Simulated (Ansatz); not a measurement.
Ansatz (an electronic-structure program) input (B3LYP-D3(BJ)/def2-TZVP):

Ansatz 0.2 input:
```yaml
crystal:
  periodic: [false, false, false]
  atoms:
    - {symbol: Si, position_ang: [-1.17554648, -0.89510808, -0.92502432]}
    - {symbol: N, position_ang: [0.35639798, -0.20493935, -0.01960325]}
    - {symbol: C, position_ang: [0.74594693, 1.12278691, -0.52055681]}
    - {symbol: H, position_ang: [0.91434501, 1.08894087, -1.59452237]}
    - {symbol: H, position_ang: [-0.04673579, 1.83831668, -0.31216077]}
    - {symbol: H, position_ang: [1.65901447, 1.46752223, -0.03588947]}
    - {symbol: C, position_ang: [0.17502541, -0.17427799, 1.44033235]}
    - {symbol: H, position_ang: [-0.65713041, 0.47943513, 1.69147573]}
    - {symbol: H, position_ang: [-0.03655228, -1.17188404, 1.81738017]}
    - {symbol: H, position_ang: [1.07049675, 0.20065476, 1.93364064]}
    - {symbol: H, position_ang: [-0.69400881, -0.92661500, -2.29919732]}
    - {symbol: H, position_ang: [-2.17034001, 0.11975355, -0.60877747]}
    - {symbol: H, position_ang: [-1.33282722, -2.18548435, -0.26766859]}
    - {symbol: H, position_ang: [1.14005107, -0.83399033, -0.20797474]}
basis:
  gaussian:
    orbitals: def2-TZVP
hamiltonian:
  xc: b3lyp
  dispersion: d3bj
total_charge: 1
relax: {f_tol: 0.002, max_steps: 150}
```

End of the output:

```
Atom 0 at    -1.143174    -0.887133    -0.905867 Å, force     0.000070     0.000104    -0.000074 eV/Å
Atom 1 at     0.363692    -0.203474    -0.015113 Å, force    -0.000254     0.000054     0.000008 eV/Å
Atom 2 at     0.760789     1.146837    -0.543690 Å, force    -0.000015    -0.000082     0.000050 eV/Å
Atom 3 at     0.951136     1.074399    -1.611847 Å, force    -0.000008    -0.000005     0.000007 eV/Å
Atom 4 at    -0.051928     1.845351    -0.357703 Å, force    -0.000122     0.000102     0.000013 eV/Å
Atom 5 at     1.658115     1.483014    -0.028904 Å, force     0.000057    -0.000047    -0.000017 eV/Å
Atom 6 at     0.166985    -0.174812     1.475156 Å, force     0.000106    -0.000005    -0.000009 eV/Å
Atom 7 at    -0.658454     0.495593     1.703703 Å, force    -0.000066     0.000093     0.000049 eV/Å
Atom 8 at    -0.060423    -1.177790     1.828369 Å, force    -0.000055     0.000044    -0.000010 eV/Å
Atom 9 at     1.076157     0.188243     1.949297 Å, force     0.000052    -0.000057     0.000008 eV/Å
Atom 10 at    -0.738627    -0.900061    -2.317400 Å, force     0.000024    -0.000026    -0.000055 eV/Å
Atom 11 at    -2.187695     0.089831    -0.573677 Å, force    -0.000005    -0.000036     0.000028 eV/Å
Atom 12 at    -1.329729    -2.215312    -0.308045 Å, force     0.000022    -0.000020     0.000044 eV/Å
Atom 13 at     1.141293    -0.839575    -0.202825 Å, force     0.000193    -0.000120    -0.000041 eV/Å
Dipole moment:     0.265939    -0.005612     0.074554 e Å
```

It need not be the lowest isomer of its formula.
